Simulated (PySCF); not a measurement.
Species: C2H10AlNO.
Bonds: C1–C2, C2–O3, O3–Al4, Al4–N5. Hydrogens: H6, H7, H8 on C1; H9, H10 on C2; H11, H12 on Al4; H13, H14, H15 on N5.

Computed with PySCF, PBE0-D3(BJ)/def2-SVP geometry optimisation, gas phase.

Problem. How far are the bound atoms from Al4?

Solution. 4 atoms: H12 1.604 Å, H11 1.607 Å, O3 1.742 Å, N5 2.047 Å. The nearest atom not counted as bound is H14, at 2.53 Å.

Problem. List the angles at Al4.

Solution. 
| angle | degrees | distance of the outer atoms (Å) |
| --- | --- | --- |
| H11–Al4–H12 | 118.7 | 2.76 |
| O3–Al4–H12 | 118.2 | 2.87 |
| O3–Al4–H11 | 116.6 | 2.85 |
| N5–Al4–H11 | 102.2 | 2.86 |
| N5–Al4–H12 | 101.3 | 2.84 |
| O3–Al4–N5 | 92.0 | 2.73 |

Problem. Describe the arrangement about Al4 in numbers.

Solution. Angles from 92.0° to 118.7°; τ4 = (360° − α − β)/141° = 0.87 with α and β the two widest (0 for a square, 1 for a tetrahedron).

Problem. What are the other bond lengths?

Solution. C1–C2 1.519 Å; C2–O3 1.386 Å; C1–H6, C1–H7, C1–H8 1.102 Å; C2–H9, C2–H10 1.110 Å; N5–H13, N5–H14, N5–H15 1.021 Å.

Problem. Give some angles away from the centre.

Solution. C1–C2–O3 112.9°, C2–O3–Al4 135.2°.

Problem. What are the rotational constants (commonest isotopes, rigid rotor)?

Solution. A = 8845, B = 1757, C = 1611 MHz: a near-prolate asymmetric top.

Point group: C1 (no symmetry element, even within 0.4 Å). Charge 0, singlet. No frequency check.

Hardware: one thread, Arm Neoverse V2 (aarch64), shared host with 96 logical CPUs at a one-minute load of 67. Cost: 99 s, 0.51 GiB resident at most. This is the geometry optimisation.

Shape of the structure used: `[CH3:1][CH2:2][O:3][AlH2-:4][NH3+:5]`: C1–C2–O3–Al4 -68°, C2–O3–Al4–N5 -165°.

One conformer stands for the species.
